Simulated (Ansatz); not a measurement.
The cluster Li4H4. Charge 0, multiplicity 1. Geometry r2SCAN-D4/def2-TZVP.

```xyz
8

Li   -0.045    0.701    1.363
Li   -0.454    0.976   -1.092
Li   -0.935   -1.215    0.020
Li    1.433   -0.462   -0.291
H     0.484   -1.042    1.166
H     0.998    1.297   -0.021
H    -1.529    0.493    0.310
H     0.047   -0.749   -1.455
```

B3LYP takes the VWN-RPA correlation. The structure comes from a short search, and lower isomers may exist.

Estimate the orbital energies around the gap (eV) in Ansatz with HF/STO-3G, PBE-D4/def2-TZVP, r2SCANh-D4/def2-TZVP, B3LYP-D4/def2-TZVP, PBE0-D4/def2-TZVPD.


```json
{"orbital": "HOMO−5", "HF/STO-3G": "-63.12", "PBE-D4/def2-TZVP": "-49.33", "r2SCANh-D4/def2-TZVP": "-52.37", "B3LYP-D4/def2-TZVP": "-53.03", "PBE0-D4/def2-TZVPD": "-53.24"}
{"orbital": "HOMO−4", "HF/STO-3G": "-63.12", "PBE-D4/def2-TZVP": "-49.33", "r2SCANh-D4/def2-TZVP": "-52.37", "B3LYP-D4/def2-TZVP": "-53.03", "PBE0-D4/def2-TZVPD": "-53.24"}
{"orbital": "HOMO−3", "HF/STO-3G": "-11.75", "PBE-D4/def2-TZVP": "-7.22", "r2SCANh-D4/def2-TZVP": "-8.04", "B3LYP-D4/def2-TZVP": "-8.32", "PBE0-D4/def2-TZVPD": "-8.53"}
{"orbital": "HOMO−2", "HF/STO-3G": "-8.75", "PBE-D4/def2-TZVP": "-5.31", "r2SCANh-D4/def2-TZVP": "-5.96", "B3LYP-D4/def2-TZVP": "-6.28", "PBE0-D4/def2-TZVPD": "-6.38"}
{"orbital": "HOMO−1", "HF/STO-3G": "-8.75", "PBE-D4/def2-TZVP": "-5.31", "r2SCANh-D4/def2-TZVP": "-5.96", "B3LYP-D4/def2-TZVP": "-6.28", "PBE0-D4/def2-TZVPD": "-6.38"}
{"orbital": "HOMO", "HF/STO-3G": "-8.75", "PBE-D4/def2-TZVP": "-5.31", "r2SCANh-D4/def2-TZVP": "-5.96", "B3LYP-D4/def2-TZVP": "-6.28", "PBE0-D4/def2-TZVPD": "-6.38"}
{"orbital": "LUMO", "HF/STO-3G": "3.32", "PBE-D4/def2-TZVP": "-0.80", "r2SCANh-D4/def2-TZVP": "0.02", "B3LYP-D4/def2-TZVP": "-0.45", "PBE0-D4/def2-TZVPD": "-0.40"}
{"orbital": "LUMO+1", "HF/STO-3G": "3.93", "PBE-D4/def2-TZVP": "-0.32", "r2SCANh-D4/def2-TZVP": "0.52", "B3LYP-D4/def2-TZVP": "-0.03", "PBE0-D4/def2-TZVPD": "0.04"}
{"orbital": "LUMO+2", "HF/STO-3G": "3.93", "PBE-D4/def2-TZVP": "-0.32", "r2SCANh-D4/def2-TZVP": "0.52", "B3LYP-D4/def2-TZVP": "-0.03", "PBE0-D4/def2-TZVPD": "0.04"}
{"orbital": "LUMO+3", "HF/STO-3G": "3.93", "PBE-D4/def2-TZVP": "-0.32", "r2SCANh-D4/def2-TZVP": "0.52", "B3LYP-D4/def2-TZVP": "-0.03", "PBE0-D4/def2-TZVPD": "0.04"}
{"orbital": "LUMO+4", "HF/STO-3G": "4.69", "PBE-D4/def2-TZVP": "0.30", "r2SCANh-D4/def2-TZVP": "1.05", "B3LYP-D4/def2-TZVP": "0.77", "PBE0-D4/def2-TZVPD": "0.55"}
{"orbital": "LUMO+5", "HF/STO-3G": "4.69", "PBE-D4/def2-TZVP": "0.30", "r2SCANh-D4/def2-TZVP": "1.05", "B3LYP-D4/def2-TZVP": "0.77", "PBE0-D4/def2-TZVPD": "0.55"}
```
